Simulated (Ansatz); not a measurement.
A search over several starts for the lowest SCF solution of HfF4 at the given spin, in a small basis.

```yaml
crystal:
  periodic: [false, false, false]
  atoms:
    - {symbol: Hf, position_ang: [-0.000002, -0.000127, -0.000183]}
    - {symbol: F, position_ang: [0.009461, -0.015896, 1.903255]}
    - {symbol: F, position_ang: [1.791717, 0.009553, -0.643257]}
    - {symbol: F, position_ang: [-0.903856, 1.557628, -0.616764]}
    - {symbol: F, position_ang: [-0.897310, -1.551148, -0.643051]}
basis:
  gaussian: {orbitals: def2-SVP, initial_orbitals: start.molden}
hamiltonian: {xc: pbe0, dispersion: d4}
output: {orbitals: {seedname: orbitals}}
```

The file start.molden holds the orbitals of an earlier run on this structure, at another level or in another basis.

```sh
$ ansatz run in.yaml --threads 4 --pin off --events-out ev --progress --plain --max-ram 3916MiB
```

It prints (some lines left out):

```
Functional definition: PBE0
939 factors; their error is unknown
mean field evaluation 1: about -12164.0840 eV, gradient 1.2e-1 eV
mean field evaluation 2: about -12164.1928 eV, gradient 7.7e-4 eV
mean field evaluation 4: about -12164.1928 eV, gradient 9.2e-6 eV
mean field evaluation 8: about -12164.0792 eV, gradient 1.6e0 eV
mean field evaluation 16: about -12164.1928 eV, gradient 1.1e-3 eV
mean field -12164.19280007 eV, -447.0258402164 hartree, gradient 9.2e-6 eV, S^2 0.000000; 1 other end points of the search recorded, 0 dependent functions left out
reference -12164.19285532 eV, -447.0258422470 hartree; 24, 24 occupied and 64, 64 virtual orbitals, 939 factors
Total energy: -12164.25644352 eV, -447.0281790702 hartree
```

It took 0.4 s on 4 threads of AMD EPYC 9R45 on a shared host.

In the def2 sets Hf takes a core potential; there is no spin–orbit coupling.
